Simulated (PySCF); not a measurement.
Question: Give a GFN2-xTB geometry of `O=C(O)c1c[c]oc1` [radical]. (Doublet state.)

Answer: 
Z-matrix in Å and degrees, rows numbered from 1:
```
O 
C   1  1.2058
O   2  1.3368  1  123.13
C   2  1.4623  1  123.63  3   179.98
C   4  1.4368  2  127.50  1  -179.94
C   5  1.3477  4  103.20  2   179.98
O   6  1.3269  5  113.82  4     0.02
C   7  1.3370  6  106.63  5    -0.05
H   3  0.9700  2  110.11  1     0.06
H   5  1.0671  4  127.24  2     0.04
H   8  1.0717  4  131.26  2     0.01
```

C5 (carbon bonded to 2 C and H) is planar (angles 129.6°, 127.2° and 103.2°, sum 360.0°, 0.00 Å off the plane of its three neighbours). The C–O distances run from 1.206 Å (O1=C2, drawn double) to 1.337 Å (O7–C8, aromatic), a spread of 0.131 Å. The 8 heavy atoms lie in one plane (0.000 Å rms). C8 (carbon bonded to C, O and H) is planar (angles 131.3°, 118.9° and 109.8°, sum 360.0°, 0.00 Å off the plane of its three neighbours).

Computed geometry: GFN2-xTB, gas phase. This method treats the open shell by occupation alone, without spin polarisation.

Point group: Cs (every atom within 0.08 Å of its image). No frequency check. Torsions: O1–C2–O3–H 0°, O1–C2–C4–C5 180°.

One conformer stands for the species.
